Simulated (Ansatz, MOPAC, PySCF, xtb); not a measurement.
Complex: BFH2O2 (SMILES OB(O)F) (first 6 atoms) with HF (SMILES F); geometry from B3LYP-D3(BJ)/def2-TZVP.
(charge 0, multiplicity 1):
```
atom    x (Å)    y (Å)    z (Å)
----  -------  -------  -------
O      1.1091   0.8348   0.2336
B      0.0276   0.0340   0.1597
O     -0.4567  -0.5168   1.3137
F     -0.5826  -0.2359  -1.0041
H      1.3992   1.1900  -0.6120
H     -1.2297  -1.0779   1.1930
F      0.2876  -0.3480   3.8796
H      0.0913  -0.3569   2.9618
```

Interaction energies are E(AB) − E(A) − E(B) at the monomers' geometry in the complex; basis-set methods are counterpoise corrected. Rows marked so take none.

Rows in 6-311+G** carry no dispersion term and start afresh at each structure. The state that AM1 reach isn't checked.

Programs: Ansatz (a first-principles code) with Gaussian orbitals; MOPAC for AM1 (differences of heats of formation); PySCF for 6-311+G** rows; xtb for the GFN methods. 

One of these levels gives -10.91 kcal/mol for the interaction energy. Which?
(A) GFN-FF
(B) AM1
(C) B3LYP/6-311+G** (no counterpoise)
(D) SVWN5/def2-TZVPPD

D, SVWN5/def2-TZVPPD. The others give -6.36 (GFN-FF), 0.39 (AM1), -8.07 (B3LYP/6-311+G** (no counterpoise))
